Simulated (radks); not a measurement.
Values are calculated unless marked as measured or tabulated.
Species: Ag5+. Configuration: [Kr] 4d5 5p1 (not the ground configuration). Code: a radial shooting solver on a logarithmic mesh with Libxc functionals. Model: Dirac Kohn-Sham, AM05, spin-unpolarised, spherical densities, point nucleus; open shells are shared between the two j in proportion to 2j + 1.

Unscreened Slater integrals over Kohn-Sham orbitals (eV). Large and small components are both included.

| integral | value |
|---|---|
| F0(5p3/2,5p3/2) | 10.755 |
| F2(5p3/2,5p3/2) | 5.8613 |
| F0(5p3/2,5p1/2) | 10.867 |
| G2(5p3/2,5p1/2) | 5.9068 |
| F0(5p3/2,4d5/2) | 13.102 |
| F2(5p3/2,4d5/2) | 4.3321 |
| G1(5p3/2,4d5/2) | 1.4826 |
| G3(5p3/2,4d5/2) | 1.4063 |
| F0(5p3/2,4d3/2) | 13.120 |
| F2(5p3/2,4d3/2) | 4.3031 |
| G1(5p3/2,4d3/2) | 1.4520 |
| G3(5p3/2,4d3/2) | 1.3838 |
| F0(5p1/2,5p1/2) | 10.984 |
| F0(5p1/2,4d5/2) | 13.336 |
| G3(5p1/2,4d5/2) | 1.5069 |
| F0(5p1/2,4d3/2) | 13.354 |
| G1(5p1/2,4d3/2) | 1.5836 |
| F0(4d5/2,4d5/2) | 21.629 |
| F2(4d5/2,4d5/2) | 11.051 |
| F4(4d5/2,4d5/2) | 7.3477 |
| F0(4d5/2,4d3/2) | 21.718 |
| F2(4d5/2,4d3/2) | 11.094 |
| G2(4d5/2,4d3/2) | 11.087 |
| G4(4d5/2,4d3/2) | 7.3713 |
| F0(4d3/2,4d3/2) | 21.809 |
| F2(4d3/2,4d3/2) | 11.138 |
